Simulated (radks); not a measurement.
Spherical quantum dot in the effective-mass picture: electrons in a parabolic well V = omega^2 r^2 / 2 with omega = 0.115, all in effective atomic units (hartree* = m*/eps^2 hartree, bohr* = eps/m* bohr), one dielectric constant everywhere. Method: non-relativistic Kohn-Sham, PBEsol, spin-polarised, spherical densities; computed with a radial shooting solver with Libxc functionals. Levels are named by radial order and angular momentum (1s, 1p, 1d, 2s, ...), and open shells are averaged over m. Each electron was tried in the lowest free levels, single moves between levels near the top were tried too, and the lowest total energy was kept; such a search can miss a lower state. The series stops at N = 8: beyond it a trial failed or the search could not be trusted, so later rows were left out. At N = 1 the Hartree and exchange-correlation terms need not cancel, so that row can carry a self-interaction error.

N	open shells	2S	E (hartree*)	mu = E(N) - E(N-1) (hartree*)	addition energy mu(N+1) - mu(N) (hartree*)	e(HOMO) (hartree*)	rms radius (bohr*)
1	1s(up 1, down 0)	1	0.173934	0.17393	0.2189	0.26745	3.648
2	none	0	0.566799	0.39287	0.2285	0.47232	4.250
3	1p(up 1, down 0)	1	1.18818	0.62138	0.1359	0.68942	4.914
4	1p(up 2, down 0)	2	1.94548	0.75730	0.1328	0.82451	5.359
5	1p(up 3, down 0)	3	2.83555	0.89007	0.1551	0.95476	5.717
6	1p(up 3, down 1)	2	3.88069	1.0451	0.1143	1.1021	6.051
7	1p(up 3, down 2)	1	5.04017	1.1595	0.1136	1.2166	6.339
8	none	0	6.31324	1.2731	-	1.3291	6.599

All shells are closed at N = 2, 8 (there: 1s2 1p6); the second difference of the energy has clear peaks (12 % above both neighbours; the first and last values, which can be the largest, are not judged, and half-filled shells can peak too) at N = 5.
